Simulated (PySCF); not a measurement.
Species: C4H8BF.
Numbering: `[CH2:1]=[C:2]([CH3:3])[B:4]([CH3:5])[F:6]` (hydrogens: H7, H8 on C1; H9, H10, H11 on C3; H12, H13, H14 on C5)

Theory: PySCF 2.14.0, PBE0-D3(BJ)/def2-SVP geometry optimisation, gas phase.

Problem. Give the optimised bond lengths and angles.

Solution. 
```json
{"bond": "C1=C2", "length (Å)": "1.344", "order": "double"}
{"bond": "C2–C3", "length (Å)": "1.503", "order": "single"}
{"bond": "C2–B4", "length (Å)": "1.569", "order": "single"}
{"bond": "B4–C5", "length (Å)": "1.566", "order": "single"}
{"bond": "B4–F6", "length (Å)": "1.337", "order": "single"}
{"bond": "C1–H7", "length (Å)": "1.094", "order": "single"}
{"bond": "C1–H8", "length (Å)": "1.097", "order": "single"}
{"bond": "C3–H9, C3–H10, C3–H11", "length (Å)": "1.102", "order": "single"}
{"bond": "C5–H12, C5–H13, C5–H14", "length (Å)": "1.102", "order": "single"}
```

Bonds in one row agree within 0.01 Å and their mean is given. Orders are formal, as drawn. A selection of angles:
```json
{"angle": "C2–C1–H7", "degrees": "120.8"}
{"angle": "C2–C1–H8", "degrees": "122.3"}
{"angle": "H7–C1–H8", "degrees": "116.9"}
{"angle": "C1–C2–C3", "degrees": "121.9"}
{"angle": "C1–C2–B4", "degrees": "118.3"}
{"angle": "C3–C2–B4", "degrees": "119.8"}
{"angle": "C2–C3–H9", "degrees": "111.3"}
{"angle": "H9–C3–H10", "degrees": "106.1"}
{"angle": "H9–C3–H11", "degrees": "107.9"}
{"angle": "C2–B4–C5", "degrees": "123.8"}
{"angle": "C2–B4–F6", "degrees": "117.6"}
{"angle": "C5–B4–F6", "degrees": "118.6"}
{"angle": "B4–C5–H12", "degrees": "113.2"}
{"angle": "B4–C5–H13", "degrees": "110.5"}
{"angle": "H12–C5–H13", "degrees": "108.8"}
{"angle": "H13–C5–H14", "degrees": "105.5"}
```

Torsions: C1–C2–B4–C5 178° (antiperiplanar). The mirror-image conformer, all signs reversed, is as good.

The C–C distances run from 1.344 Å (C1=C2, drawn double) to 1.503 Å (C2–C3, drawn single), a spread of 0.159 Å. The 6 heavy atoms lie in one plane (0.018 Å rms). B4 (three-coordinate boron) is planar (angles 123.8°, 118.6° and 117.6°, sum 360.0°, 0.00 Å off the plane of its three neighbours). Of the pairs four or more bonds apart, F6···H7 is among the closest relative to their van der Waals radii: 2.45 Å, 92 % of the sum of Bondi's values.

Point group: near Cs, missed by 0.15 Å at most; the miss may be what the optimiser left on a soft mode. Stationary, but not proved a minimum. One conformer, not necessarily the lowest.
